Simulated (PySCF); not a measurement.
Several orderings of computed values.

Each SMILES stands for a single optimised conformer of the isolated species, non-relativistic unless stated. Electronic properties by PySCF.

Dipoles, sizes and rotational constants follow the conformer. The torsions of the flexible species, by atom-mapped SMILES:
- `[CH2:1]=[CH:2][S:3][SiH2:4][S:5][CH2:6][C:7]#[C:8][CH3:9]`: C1–C2–S3–Si4 159°, C2–S3–Si4–S5 38°, S3–Si4–S5–C6 -173°, Si4–S5–C6–C7 -59°
- `[CH3:1][S:2](=[O:3])(=[O:4])[CH2:5][CH2:6][CH:7][F:8]`: C1–S2–C5–C6 179°, S2–C5–C6–C7 177°, C5–C6–C7–F8 73°
- `[CH3:1][NH:2][Si:3]([SiH3:4])([SiH3:5])[SiH3:6]`: C1–N2–Si3–Si4 60°
- `[N:1]#[C:2][C@@:3]1([F:4])[CH2:5][CH:6][Si@@H:7]1[NH2:8]`: H–N8–Si7–C6 -53°, H–N8–Si7–C6 96°
- `[OH:1][SiH2:2][CH2:3]/[CH:4]=[C:5](/[F:6])[SiH3:7]`: O1–Si2–C3–C4 56°, Si2–C3–C4–C5 -99°, H–O1–Si2–C3 -47°
- `[SiH3:1][CH2:2][SiH2:3][SiH2:4][NH:5][SiH3:6]`: Si1–C2–Si3–Si4 -66°, C2–Si3–Si4–N5 113°, Si3–Si4–N5–Si6 -55°
- `[CH3:1][SiH2:2][N:3]([SiH3:4])[SiH2:5][SiH3:6]`: C1–Si2–N3–Si4 114°, Si2–N3–Si5–Si6 101°
- `[N:1]#[C:2][CH2:3][C:4](=[O:5])[Si@@H:6]([NH2:7])[SiH3:8]`: C2–C3–C4–O5 -114°, C3–C4–Si6–N7 -7°, H–N7–Si6–C4 168°, H–N7–Si6–C4 -54°

**Question.** Rank by smallest rotational constant, highest first (GFN2-xTB).
A. `CN[Si]([SiH3])([SiH3])[SiH3]`
B. `CS(=O)(=O)CC[CH]F` [radical]
C. `F[C@]1([Si@H]([CH]C1)N)C#N` [radical]
D. `C=CS[SiH2]SCC#CC`
E. `O[SiH2]C/C=C(/F)[SiH3]`

**Answer.** C (1.291 GHz), A (0.934 GHz), E (0.871 GHz), B (0.798 GHz), D (0.368 GHz).

**Question.** By how much do the two ends of that ranking differ?

**Answer.** By 0.923 GHz, between `N#C[C@@]1(F)C[CH][Si@@H]1N` [doublet state] and `C=CS[SiH2]SCC#CC`.

**Question.** Rank by static isotropic polarisability, highest first (CAM-B3LYP/def2-SVPD at GFN2-xTB geometries).
A. `O=C([Si@@H](N)[SiH3])CC#N`
B. `C[SiH2]N([SiH3])[SiH2][SiH3]`
C. `O[SiH2]C/C=C(/F)[SiH3]`
D. `[SiH3]C[SiH2][SiH2]N[SiH3]`
E. `CN[Si]([SiH3])([SiH3])[SiH3]`

**Answer.** E (139.6 au), D (126.4 au), B (124.8 au), A (103.1 au), C (93.0 au).

**Question.** Rank by electronic spatial extent ⟨r²⟩ about the centre of nuclear charge, lowest first (CAM-B3LYP/def2-SVPD at GFN2-xTB geometries).
A. `CN[Si]([SiH3])([SiH3])[SiH3]`
B. `C[SiH2]N([SiH3])[SiH2][SiH3]`
C. `O[SiH2]C/C=C(/F)[SiH3]`
D. `[SiH3]N[SiH2][SiH2]C[SiH3]`

**Answer.** C (1406 bohr²), B (1657 bohr²), A (1695 bohr²), D (1827 bohr²).

**Question.** By how much do the two ends of that ranking differ?

**Answer.** By 421 bohr², between `[SiH3]C[SiH2][SiH2]N[SiH3]` and `O[SiH2]C/C=C(/F)[SiH3]`.

**Question.** Rank by lowest triplet excitation (Tamm–Dancoff), highest first (TDA CAM-B3LYP/def2-SVPD at GFN2-xTB geometries).
A. `CN[Si]([SiH3])([SiH3])[SiH3]`
B. `[SiH3]C[SiH2][SiH2]N[SiH3]`
C. `N#CCC(=O)[Si@@H](N)[SiH3]`
D. `C[SiH2]N([SiH3])[SiH2][SiH3]`
E. `O[SiH2]C/C=C(/F)[SiH3]`

**Answer.** D (5.38 eV), B (5.24 eV), A (4.51 eV), E (3.90 eV), C (2.85 eV).

**Question.** Rank by dipole moment, lowest first (CAM-B3LYP/def2-SVPD at GFN2-xTB geometries).
A. `N#CCC(=O)[Si@@H](N)[SiH3]`
B. `[SiH3]N([SiH2][SiH3])[SiH2]C`
C. `O[SiH2]C/C=C(/F)[SiH3]`
D. `CN[Si]([SiH3])([SiH3])[SiH3]`

**Answer.** B (0.53 D), C (1.30 D), D (1.45 D), A (3.35 D).

**Question.** By how much do the two ends of that ranking differ?

**Answer.** By 2.82 D, between `N#CCC(=O)[Si@@H](N)[SiH3]` and `C[SiH2]N([SiH3])[SiH2][SiH3]`.

**Question.** Rank by HOMO energy, lowest first (CAM-B3LYP/def2-SVPD at GFN2-xTB geometries).
A. `N#CCC(=O)[Si@@H](N)[SiH3]`
B. `C[SiH2]N([SiH3])[SiH2][SiH3]`
C. `[SiH3]C[SiH2][SiH2]N[SiH3]`
D. `CN[Si]([SiH3])([SiH3])[SiH3]`

**Answer.** A (-8.79 eV), C (-8.57 eV), B (-8.44 eV), D (-7.88 eV).
